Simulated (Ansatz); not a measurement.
HP (SMILES [PH]), triplet, at a GFN2-xTB geometry; B3LYP5/def2-SVP (Ansatz, a program for electronic structure).

Here is a job for Ansatz.
Ansatz 0.2 input:
```yaml
crystal:
  periodic: [false, false, false]
  atoms:
    - {symbol: P, position_ang: [-0.00000000, -0.00000000, -0.08742886]}
    - {symbol: H, position_ang: [0.00000000, 0.00000000, 1.31143294]}
basis:
  gaussian:
    orbitals: def2-SVP
hamiltonian:
  xc: b3lyp5
magnetization: {spin_polarized: true, initial_magnetization: 2}
```

The log (banner, timings and long lists left out):

```
Functional definition: B3LYP5
213 factors; integrals over basis functions are off by at most 1.2e-3 eV
mean field evaluation 1: about -9298.7130 eV, gradient 4.1e0 eV
mean field evaluation 2: about -9298.8373 eV, gradient 1.6e0 eV
mean field evaluation 4: about -9298.8577 eV, gradient 9.4e-2 eV
mean field evaluation 8: about -9298.8576 eV, gradient 2.8e-4 eV
mean field -9298.85758631 eV, -341.7267133048 hartree, gradient 5.2e-5 eV, S^2 2.005043; 0 other end points of the search recorded, 0 dependent functions left out
reference -9298.85771316 eV, -341.7267179667 hartree; 9, 7 occupied and 14, 16 virtual orbitals, 213 factors
Total energy: -9298.85771316 eV, -341.7267179667 hartree
```
